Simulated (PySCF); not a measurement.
# Dipole response of Cl (chlorine, neutral)

[Ne] 3s2 3p5, 2P determinant. Calculation: PySCF 2.14, in dyall-acv3z (19s12p6d4f, 113 functions); the spin-free X2C one-electron Hamiltonian (Gaussian nucleus). Coupled (time-dependent) response in atomic units; α is the mean over directions.

| method | mean α (bohr³) | α xx, yy, zz | C₆ (like pair) | S(−4) |
| --- | --- | --- | --- | --- |
| UHF | 13.98 | 12.86, 14.54, 14.54 | 88.04 | 46.01 |
| PBE | 15.26 | 13.77, 16.01, 16.01 | 97.89 | 61.20 |
| PBE0 | 14.70 | 13.37, 15.37, 15.37 | 93.47 | 54.14 |
| HSE06 | 14.73 | 13.39, 15.41, 15.41 | 93.74 | 54.44 |

S(−4) is the Cauchy moment in α(ω) = α(0) + S(−4) ω² + …

Reference α: 14.6 ± 0.1 bohr³ (recommended; Schwerdtfeger and Nagle, table of static dipole polarizabilities (2023 update)). Published C₆: 94.60 (Chu and Dalgarno (2004); Tang, Norbeck and Certain (1976)).

α(iu) at UHF:

| u (hartree) | α(iu) (bohr³) |
| --- | --- |
| 0 | 13.98 |
| 0.0500 | 13.87 |
| 0.100 | 13.54 |
| 0.200 | 12.41 |
| 0.300 | 10.96 |
| 0.500 | 8.123 |
| 0.750 | 5.523 |
| 1.00 | 3.874 |
| 1.50 | 2.146 |
| 2.00 | 1.351 |
| 3.00 | 0.6845 |
| 5.00 | 0.2906 |

A single London oscillator, α(iu) = α/(1 + u²/ω²), gives C₆ = (3/4) ω α². Matching the computed C₆ needs ω = 4 × 88.04 / (3 × 13.98²) = 0.601 hartree.

The components differ because the open shell of this determinant is not spherical; for a pure term their mean is the scalar polarisability.
